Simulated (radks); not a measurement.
Values are calculated unless marked as measured or tabulated.
Effect of the nuclear size on neutral promethium, [Xe] 4f5 6s2. Code: a radial shooting solver on a logarithmic mesh with Libxc functionals. Model: Dirac Kohn-Sham, relativistic LDA (MacDonald-Vosko exchange, VWN5 correlation), spin-unpolarised, spherical densities, finite nucleus; open shells fill j = l - 1/2 first; Fermi nuclear charge, rms radius 4.962 fm. The rms radius is varied about that value; shifts are against it.

rms radius (fm)  total energy shift (eV)  density at nucleus (e/bohr^3)  1s1/2 shift (meV)  2s1/2 shift (meV)  5s1/2 shift (meV)  5p1/2 shift (meV)  6s1/2 shift (meV)  4f5/2 shift (meV)  6p1/2 (empty) shift (meV)
4.0936                             -4.64                      5.085e+05              -1910               -240              -1.75              0.255             -0.082              0.395                      0.077
4.5154                             -2.47                      4.971e+05              -1020               -128             -0.933              0.136             -0.044              0.211                      0.041
4.962                                  0                      4.864e+05              0.000              0.000              0.000              0.000              0.000              0.000                      0.000
5.4433                              2.86                      4.762e+05               1180                148               1.08             -0.157              0.050             -0.244                     -0.047
6.1975                              7.76                      4.622e+05               3190                401               2.93             -0.426              0.137             -0.661                     -0.128

Slopes of the eigenvalues against <r^2> in GHz/fm^2, as finite differences over the two radii next to the reference (eigenvalue slopes, not the field-shift constants of lines): 1s1/2 57500, 2s1/2 7220, 5s1/2 52.7, 5p1/2 -7.68, 6s1/2 2.46, 4f5/2 -11.9, 6p1/2 (empty) -2.31.
